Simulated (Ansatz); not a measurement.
`B[Te]C` → `[CH2]` (triplet) + `B[TeH]`  (formal loss of a carbene)

Gas-phase electronic energies from Ansatz, PBE0-D4/def2-TZVP geometries. CCSD(T)/CBS adds triple-zeta CCSD(T) − MP2 to the extrapolated MP2 energy (def2 sets, frozen cores). This one scheme is used for every species. DFT in def2-TZVPP. HSE06 is defined as in plane-wave codes. Triplets are unrestricted, without spin–orbit coupling. def2 core potentials past Kr. For Te outer-core shells are correlated without core-valence functions, which leaves a few kJ/mol of doubt a bond.

```tsv
level	ΔE (eV)
CAM-B3LYP-D4	4.53
ωB97M-V	4.61
PBE-QIDH	4.56
HSE06	4.53
CCSD/def2-SVP	4.16
CCSD(T)/def2-SVP	4.26
SCS-MP2/def2-TZVPP	4.66
CCSD(T)/def2-TZVPP	4.50
```

Task: What does CCSD(T)/CBS give? (Estimate.)

Result: Computed: +4.66 eV. The listed levels differ from it by -0.13, -0.05, -0.10, -0.13, -0.50, -0.40, 0.00, -0.16 eV.

Largest T1 diagnostic among the species: 0.015.

At CCSD(T), def2-SVP lies −0.40 eV from the extrapolated value and def2-TZVPP −0.16 eV. In def2-TZVPP, CCSD(T) changes the Hartree–Fock value by +1.50 eV (the triples alone add +0.14 eV) and MP2 by +1.68 eV.
